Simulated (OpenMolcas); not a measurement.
# 2s2 2p3 along the 7-electron sequence

```json
{"Program": "OpenMolcas", "Method": "CASSCF", "Basis": "ANO-RCC-VQZP", "Scalar Hamiltonian": "DKH2, point nucleus", "Spin-orbit coupling": "RASSI with atomic mean-field integrals over the reference wave functions, term energies averaged over their components"}
```

Active space for each ion: 3 electrons in 3 orbitals (2p).

Computed levels in cm-1 above 4S* 3/2:

```
                                Level      N     O+   Ne3+
                              2D* 3/2  23011  30589  45079
                              2D* 5/2  23011  30591  45098
                              2P* 1/2  37994  50653  74855
                              2P* 3/2  37994  50655  74881
weight of 4S* in the lowest level (%)    100    100    100
```

Measured, with the error of the calculation in %. Measured levels: N, O+ from NIST Handbook of Basic Atomic Spectroscopic Data.

```csv
Level,N,O+
2D* 3/2,19233 (+19.6),26831 (+14.0)
2D* 5/2,19224 (+19.7),26811 (+14.1)
2P* 1/2,28839 (+31.7),40470 (+25.2)
2P* 3/2,28839 (+31.7),40468 (+25.2)
```

2D* 3/2 changes by a factor of 1.96 over the same range, with steps per unit of Z of +7580, +7240 cm-1.

With the s shell closed, the reference lacks s² → p² mixing. Without dynamic correlation excited terms often stand tens of per cent too high (terms of higher spin than the ground term too low), and those without a measured partner can miss by more than the paired ones (holds for N; O+). Measured partners are found by configuration, term and J. A level has none where our copy of the source lacks it or the pairing is in doubt (some pairs that miss far off the trend of their configuration count as doubtful), and it then counts in no deviation. Only configurations of the active space appear.

* marks odd parity.
